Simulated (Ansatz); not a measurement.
Ansatz (a quantum-chemistry and plane-wave program) input file for H5OSi2, SMILES [SiH3]O[SiH2], multiplicity 2, PBE-D3(BJ)/def2-TZVP. 

Ansatz 0.2 input:
```yaml
crystal:
  periodic: [false, false, false]
  atoms:
    - {symbol: Si, position_ang: [1.48698231, -0.35886114, 0.52132976]}
    - {symbol: O, position_ang: [0.00303572, -0.35630279, -0.16972960]}
    - {symbol: Si, position_ang: [-1.41149133, 0.45034946, -0.35065756]}
    - {symbol: H, position_ang: [2.28031898, -1.45454215, -0.10266285]}
    - {symbol: H, position_ang: [2.15371137, 0.95979772, 0.29917102]}
    - {symbol: H, position_ang: [-1.14878269, 1.88586606, -0.63235408]}
    - {symbol: H, position_ang: [-2.14600102, -0.15774244, -1.48536732]}
    - {symbol: H, position_ang: [-2.22040597, 0.33620663, 0.88963915]}
basis:
  gaussian:
    orbitals: def2-TZVP
hamiltonian:
  xc: pbe
  dispersion: d3bj
magnetization: {spin_polarized: true, initial_magnetization: 1}
relax: {f_tol: 0.002, max_steps: 200}
```

It prints:

```
WARN ansatz: RAYON_NUM_THREADS=1 ignored (pool sized by the plan → 1); use --threads N
Functional definition: PBE
integrals: 0.05 GiB planned
875 factors; their error is unknown
mean field: 0.48 GiB planned
mean field evaluation 1: about -17868.2347 eV, gradient 4.4e1 eV
mean field evaluation 2: about -17819.2067 eV, gradient 1.1e2 eV
mean field evaluation 4: about -17874.8646 eV, gradient 3.2e0 eV
mean field evaluation 8: about -17874.9298 eV, gradient 4.4e-2 eV
mean field evaluation 16: about -17874.9179 eV, gradient 4.9e-5 eV
mean field -17874.91789461 eV, -656.8911165723 hartree, gradient 4.9e-5 eV, S^2 0.751792; 0 other end points of the search recorded, 0 dependent functions left out
the calculation of the forces begins
reference -17874.91793963 eV, -656.8911182267 hartree; 21, 20 occupied and 114, 115 virtual orbitals, 875 factors
relax step   1: F+E_penalty+E_count = -17875.06619278 eV  Δ(F+E_penalty+E_count) = +0.000e0 eV  max|allowed force component| = 3.539e-1 eV/Å  Δτ_max = 0.0000 Å  (27 SCF iters, accepted)
these checks for a lower state are left out or cut short: starts, cluster_reference, orbital_swaps, neighbouring_geometries, increment
integrals: 0.05 GiB planned
875 factors; their error is unknown
mean field: 0.48 GiB planned
mean field -17874.92846709 eV, -656.8915051038 hartree, gradient 1.4e-5 eV, S^2 0.751794; 0 other end points of the search recorded, 0 dependent functions left out
the calculation of the forces begins
reference -17874.92851218 eV, -656.8915067608 hartree; 21, 20 occupied and 114, 115 virtual orbitals, 875 factors
relax step   2: F+E_penalty+E_count = -17875.07631913 eV  Δ(F+E_penalty+E_count) = -1.013e-2 eV  max|allowed force component| = 2.265e-1 eV/Å  Δτ_max = 0.0114 Å  (30 SCF iters, accepted)
these checks for a lower state are left out or cut short: starts, cluster_reference, orbital_swaps, neighbouring_geometries, increment
integrals: 0.05 GiB planned
875 factors; their error is unknown
mean field: 0.48 GiB planned
mean field -17874.93236850 eV, -656.8916484780 hartree, gradient 1.4e-5 eV, S^2 0.751798; 0 other end points of the search recorded, 0 dependent functions left out
the calculation of the forces begins
reference -17874.93241365 eV, -656.8916501372 hartree; 21, 20 occupied and 114, 115 virtual orbitals, 875 factors
relax step   3: F+E_penalty+E_count = -17875.07979775 eV  Δ(F+E_penalty+E_count) = -3.479e-3 eV  max|allowed force component| = 4.466e-2 eV/Å  Δτ_max = 0.0101 Å  (29 SCF iters, accepted)
these checks for a lower state are left out or cut short: starts, cluster_reference, orbital_swaps, neighbouring_geometries, increment
integrals: 0.05 GiB planned
875 factors; their error is unknown
mean field: 0.48 GiB planned
mean field evaluation 32: about -17874.9460 eV, gradient 1.4e-3 eV
mean field -17874.93267720 eV, -656.8916598227 hartree, gradient 1.4e-5 eV, S^2 0.751800; 0 other end points of the search recorded, 0 dependent functions left out
the calculation of the forces begins
reference -17874.93272234 eV, -656.8916614815 hartree; 21, 20 occupied and 114, 115 virtual orbitals, 875 factors
relax step   4: F+E_penalty+E_count = -17875.08023813 eV  Δ(F+E_penalty+E_count) = -4.404e-4 eV  max|allowed force component| = 1.841e-2 eV/Å  Δτ_max = 0.0115 Å  (29 SCF iters, accepted)
these checks for a lower state are left out or cut short: starts, cluster_reference, orbital_swaps, neighbouring_geometries, increment
integrals: 0.05 GiB planned
875 factors; their error is unknown
mean field: 0.48 GiB planned
mean field -17874.93278823 eV, -656.8916639027 hartree, gradient 2.6e-5 eV, S^2 0.751804; 0 other end points of the search recorded, 0 dependent functions left out
the calculation of the forces begins
reference -17874.93283331 eV, -656.8916655595 hartree; 21, 20 occupied and 114, 115 virtual orbitals, 875 factors
relax step   5: F+E_penalty+E_count = -17875.08100523 eV  Δ(F+E_penalty+E_count) = -7.671e-4 eV  max|allowed force component| = 4.214e-2 eV/Å  Δτ_max = 0.0460 Å  (28 SCF iters, accepted)
these checks for a lower state are left out or cut short: starts, cluster_reference, orbital_swaps, neighbouring_geometries, increment
integrals: 0.05 GiB planned
875 factors; their error is unknown
mean field: 0.48 GiB planned
mean field -17874.93253865 eV, -656.8916547309 hartree, gradient 1.4e-5 eV, S^2 0.751805; 0 other end points of the search recorded, 0 dependent functions left out
the calculation of the forces begins
reference -17874.93258374 eV, -656.8916563878 hartree; 21, 20 occupied and 114, 115 virtual orbitals, 875 factors
relax step   6: F+E_penalty+E_count = -17875.08087963 eV  Δ(F+E_penalty+E_count) = +1.256e-4 eV  max|allowed force component| = 4.362e-2 eV/Å  Δτ_max = 0.0136 Å  (29 SCF iters, rejected (line search))
these checks for a lower state are left out or cut short: starts, cluster_reference, orbital_swaps, neighbouring_geometries, increment
integrals: 0.05 GiB planned
875 factors; their error is unknown
mean field: 0.48 GiB planned
mean field -17874.93284993 eV, -656.8916661703 hartree, gradient 1.0e-5 eV, S^2 0.751804; 0 other end points of the search recorded, 0 dependent functions left out
the calculation of the forces begins
reference -17874.93289500 eV, -656.8916678264 hartree; 21, 20 occupied and 114, 115 virtual orbitals, 875 factors
relax step   7: F+E_penalty+E_count = -17875.08117398 eV  Δ(F+E_penalty+E_count) = -1.688e-4 eV  max|allowed force component| = 4.139e-3 eV/Å  Δτ_max = 0.0066 Å  (25 SCF iters, accepted)
these checks for a lower state are left out or cut short: starts, cluster_reference, orbital_swaps, neighbouring_geometries, increment
integrals: 0.05 GiB planned
875 factors; their error is unknown
mean field: 0.48 GiB planned
mean field -17874.93279880 eV, -656.8916642912 hartree, gradient 1.4e-5 eV, S^2 0.751804; 0 other end points of the search recorded, 0 dependent functions left out
the calculation of the forces begins
reference -17874.93284385 eV, -656.8916659468 hartree; 21, 20 occupied and 114, 115 virtual orbitals, 875 factors
relax step   8: F+E_penalty+E_count = -17875.08119640 eV  Δ(F+E_penalty+E_count) = -2.242e-5 eV  max|allowed force component| = 1.876e-3 eV/Å  Δτ_max = 0.0058 Å  (25 SCF iters, accepted)
these checks for a lower state are left out or cut short: starts, cluster_reference, orbital_swaps, neighbouring_geometries, increment
integrals: 0.05 GiB planned
875 factors; their error is unknown
mean field: 0.48 GiB planned
mean field evaluation 64: about -17874.9447 eV, gradient 5.1e-1 eV
mean field -17874.93263899 eV, -656.8916584184 hartree, gradient 1.4e-5 eV, S^2 0.751804; 0 other end points of the search recorded, 0 dependent functions left out
the calculation of the forces begins
reference -17874.93268399 eV, -656.8916600720 hartree; 21, 20 occupied and 114, 115 virtual orbitals, 875 factors
relax step   9: F+E_penalty+E_count = -17875.08120637 eV  Δ(F+E_penalty+E_count) = -9.966e-6 eV  max|allowed force component| = 7.475e-3 eV/Å  Δτ_max = 0.0139 Å  (29 SCF iters, accepted)
these checks for a lower state are left out or cut short: starts, cluster_reference, orbital_swaps, neighbouring_geometries, increment
integrals: 0.05 GiB planned
875 factors; their error is unknown
mean field: 0.48 GiB planned
mean field -17874.93267616 eV, -656.8916597842 hartree, gradient 1.9e-5 eV, S^2 0.751804; 0 other end points of the search recorded, 0 dependent functions left out
the calculation of the forces begins
reference -17874.93272116 eV, -656.8916614381 hartree; 21, 20 occupied and 114, 115 virtual orbitals, 875 factors
relax step  10: F+E_penalty+E_count = -17875.08121630 eV  Δ(F+E_penalty+E_count) = -9.933e-6 eV  max|allowed force component| = 4.116e-3 eV/Å  Δτ_max = 0.0023 Å  (24 SCF iters, accepted)
these checks for a lower state are left out or cut short: starts, cluster_reference, orbital_swaps, neighbouring_geometries, increment
integrals: 0.05 GiB planned
875 factors; their error is unknown
mean field: 0.48 GiB planned
mean field -17874.93269887 eV, -656.8916606189 hartree, gradient 6.4e-5 eV, S^2 0.751804; 0 other end points of the search recorded, 0 dependent functions left out
the calculation of the forces begins
reference -17874.93274387 eV, -656.8916622727 hartree; 21, 20 occupied and 114, 115 virtual orbitals, 875 factors
relax step  11: F+E_penalty+E_count = -17875.08122010 eV  Δ(F+E_penalty+E_count) = -3.796e-6 eV  max|allowed force component| = 1.479e-3 eV/Å  Δτ_max = 0.0018 Å  (22 SCF iters, accepted)
integrals: 0.05 GiB planned
875 factors; their error is unknown
mean field: 0.48 GiB planned
mean field evaluation 96: about -17874.9327 eV, gradient 1.9e-4 eV
mean field -17874.93269887 eV, -656.8916606189 hartree, gradient 6.4e-5 eV, S^2 0.751804; 1 other end points of the search recorded, 0 dependent functions left out
the calculation of the forces begins
reference -17874.93274387 eV, -656.8916622727 hartree; 21, 20 occupied and 114, 115 virtual orbitals, 875 factors
Total energy: -17875.08126510 eV, -656.8971203272 hartree
Atom 0 at     1.481287    -0.362378     0.528684 Å, force    -0.000494    -0.001031    -0.001479 eV/Å
Atom 1 at    -0.007779    -0.422563    -0.196153 Å, force     0.000399     0.000081     0.001048 eV/Å
Atom 2 at    -1.410654     0.447558    -0.352301 Å, force    -0.000456     0.000144    -0.000186 eV/Å
Atom 3 at     2.318537    -1.443431    -0.089797 Å, force    -0.000422     0.000538     0.000629 eV/Å
Atom 4 at     2.108022     0.986623     0.293085 Å, force     0.000712     0.000655     0.000083 eV/Å
Atom 5 at    -1.100381     1.884912    -0.627334 Å, force    -0.000017    -0.000563     0.000185 eV/Å
Atom 6 at    -2.177491    -0.134828    -1.490891 Å, force     0.000093     0.000252    -0.000018 eV/Å
Atom 7 at    -2.214173     0.348879     0.904075 Å, force     0.000186    -0.000077    -0.000262 eV/Å
Dipole moment:    -0.038307     0.071395     0.015793 e Å
```

Self-consistency was reached.

Cost: roughly 30 core-seconds.
